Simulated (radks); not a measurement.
Spin polarisation of the 5d6 shell in neutral osmium. Start: [Xe] 4f14 5d(up 3, down 3) 6s2; electrons of 5d are moved from spin down to spin up, other shells keep equal spins. All-electron calculation, scalar-relativistic Kohn-Sham, PBE, spin-polarised, spherical densities, finite nucleus; Fermi nuclear charge, rms radius of each element as measured or else 0.836 A^(1/3) + 0.57 fm. Program: a radial shooting solver on a logarithmic mesh with Libxc functionals.

| moment (Bohr magnetons) | E - E(0) (eV) | e(5d up) (eV) | e(5d down) (eV) | 6s down minus up (eV) | 5p down minus up (eV) |
|---|---|---|---|---|---|
| 0 | 0.000 | -6.258 | -6.258 | 0.000 | 0.000 |
| 1 | -0.151 | -6.545 | -5.941 | 0.324 | 0.552 |
| 2 | -0.604 | -6.802 | -5.592 | 0.651 | 1.105 |
| 3 | -1.361 | -7.029 | -5.210 | 0.982 | 1.661 |
| 4 | -2.423 | -7.224 | -4.792 | 1.319 | 2.218 |

At moment 4 the spin-polarisation energy is -2.423 eV and the 5d exchange splitting 2.432 eV, that is 0.608 eV per Bohr magneton; E = -I m^2/4 would give I = 0.606 eV.
